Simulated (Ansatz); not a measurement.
A structure relaxed at r2SCAN-D4/def2-TZVP in Ansatz, charge 0, singlet:

```xyz
7

Si   -0.489   -0.852    0.316
N     0.284    0.575   -0.207
C     0.878    1.544   -0.572
O     1.453    2.497   -0.931
H    -0.310   -1.904   -0.710
H    -1.930   -0.573    0.507
H     0.114   -1.288    1.596
```

Question: Give its formula, name or SMILES.

Answer: Si(NCO)H3 (CH₃NOSi).

Question: Summarise the bond lengths by kind (pairs closer than 1.2 times the sum of covalent radii, bridged metal pairs left out).

Answer: 1 × N–Si 1.70 Å; 1 × C–N 1.19 Å; 1 × C–O 1.17 Å; 3 × H–Si 1.48 Å.
